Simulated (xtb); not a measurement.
Br₂Zn (SMILES [Br][Zn][Br]), singlet, geometry from GFN2-xTB (such geometries of metal compounds can be far from the true shape), atoms displaced at random by about 0.1 Å a coordinate. Base run: xtb with GFN2-xTB.

xtb was given this input:
```
$ xtb mol.xyz --gfn 2 --opt --json

# file mol.xyz
3

Zn     0.06941340    -0.01963745    -0.07387038
Br    -0.24889560     1.63376160    -1.36196022
Br     0.23033061    -1.69464507     1.54674180
```

The base run was repeated with changes; each row names its change, and settings that it needs were set with it.

| change | ΔE vs base (mEh) | optimiser steps |
|---|---|---|
| base | 0.000 | 5 |
| opt level = tight | -0.005 | 9 |
| opt level = loose | 0.002 | 4 |
| opt level = crude | 0.011 | 3 |
| opt level = lax | 0.002 | 4 |
| opt level = sloppy | 0.011 | 3 |
| alpb = water | (withheld) | 5 |
| opt level = extreme | -0.010 | 28 |
| engine = lbfgs | 0.000 | - |
| alpb = chcl3 | (withheld) | 5 |

Task: Complete the blanks.

Result: 
- alpb = water, ΔE vs base (mEh): -4.177
- alpb = chcl3, ΔE vs base (mEh): -10.772
